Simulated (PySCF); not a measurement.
**Excitation energy of Sb by level of theory**

Sb [Kr] 4d10 5s2 5p3 (4S) → Sb [Kr] 4d10 5s1 5p3 5d1 (6D), as a difference of total energies. Computed with PySCF 2.14 in dyall-av2z (22s16p12d, 130 functions), with no relativity, point nucleus. Correlated levels: valence: [Kr] 4d10 frozen; virtual orbitals above 40 to 60 times the deepest correlated orbital energy dropped. The calculations carry no spin-orbit coupling.

| method | excitation energy (eV) |
| --- | --- |
| UHF | 10.448 |
| LDA | 12.902 |
| PBE | 12.525 |
| PBE0 | 12.257 |
| r2SCAN | 12.099 |
| TPSSh | 12.329 |
| B3LYP | 12.806 |
| r2SCAN0 | 12.000 |
| MP2 (valence) | 11.485 |
| SCS-MP2 (valence) | 11.686 |

How much does correlation contribute at MP2 (valence)?

11.485 − (10.448) = 1.037 eV, measured against UHF.

A first-order spin-orbit estimate (lowest level to lowest level, LS coupling) adds -0.021 eV.

The upper state lies above the first ionisation limit, but in LS coupling its spin forbids autoionisation to the ground ion; at this Z spin-orbit coupling breaks that rule.

The promoted electron is Rydberg-like, and one or two diffuse shells describe it only roughly, which tends to raise the upper state.

In the upper state the promoted electron has a positive orbital energy at LDA, PBE, r2SCAN, TPSSh, B3LYP, so the basis confines it.
